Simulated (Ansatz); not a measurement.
C6H12BO2, doublet, geometry from GFN2-xTB; BHLYP/STO-3G (Ansatz, an electronic-structure program).

The Ansatz input:
Ansatz 0.2 input:
```yaml
crystal:
  periodic: [false, false, false]
  atoms:
    - {symbol: C, position_ang: [1.48710897, 1.20539539, -0.61618094]}
    - {symbol: C, position_ang: [0.77466121, -0.07431944, -0.17081065]}
    - {symbol: C, position_ang: [1.27822759, -1.24732067, -1.00515083]}
    - {symbol: O, position_ang: [1.14641932, -0.29412177, 1.21015392]}
    - {symbol: B, position_ang: [0.09393638, 0.01824653, 1.99808540]}
    - {symbol: O, position_ang: [-1.02808914, 0.31710664, 1.30680277]}
    - {symbol: C, position_ang: [-0.78733229, 0.07185816, -0.09871123]}
    - {symbol: C, position_ang: [-1.53732232, -1.21514900, -0.45188832]}
    - {symbol: C, position_ang: [-1.36795313, 1.22989207, -0.90336734]}
    - {symbol: H, position_ang: [2.55859468, 1.06595559, -0.49202134]}
    - {symbol: H, position_ang: [1.18462008, 2.04516570, 0.00410776]}
    - {symbol: H, position_ang: [1.27837026, 1.42611539, -1.65918394]}
    - {symbol: H, position_ang: [0.92367057, -2.19405612, -0.61047442]}
    - {symbol: H, position_ang: [2.36503208, -1.25741367, -0.97697224]}
    - {symbol: H, position_ang: [0.95426780, -1.14070787, -2.03743575]}
    - {symbol: H, position_ang: [-2.59255428, -1.07255202, -0.23032048]}
    - {symbol: H, position_ang: [-1.42716054, -1.45501693, -1.50567776]}
    - {symbol: H, position_ang: [-1.17725806, -2.04373567, 0.15248709]}
    - {symbol: H, position_ang: [-0.97874581, 2.18335811, -0.56101033]}
    - {symbol: H, position_ang: [-1.14217070, 1.10420896, -1.95937607]}
    - {symbol: H, position_ang: [-2.44732959, 1.24142792, -0.77354717]}
basis:
  gaussian:
    orbitals: STO-3G
hamiltonian:
  xc: {name: BHLYP}
magnetization: {spin_polarized: true, initial_magnetization: 1}
```

What does Ansatz print? Leave out banner, timings and long lists.


```
Functional definition: BHLYP
828 factors; integrals over basis functions are off by at most 4.2e-5 eV
mean field evaluation 1: about -11039.4450 eV, gradient 1.9e1 eV
mean field evaluation 2: about -11040.8760 eV, gradient 1.4e1 eV
mean field evaluation 4: about -11041.9807 eV, gradient 3.0e-1 eV
mean field evaluation 8: about -11042.1749 eV, gradient 1.6e-2 eV
mean field -11042.17493528 eV, -405.7924442164 hartree, gradient 7.2e-5 eV, S^2 0.753301; 0 other end points of the search recorded, 0 dependent functions left out
reference -11042.17510011 eV, -405.7924502738 hartree; 35, 34 occupied and 22, 23 virtual orbitals, 828 factors
Total energy: -11042.17510011 eV, -405.7924502738 hartree
```
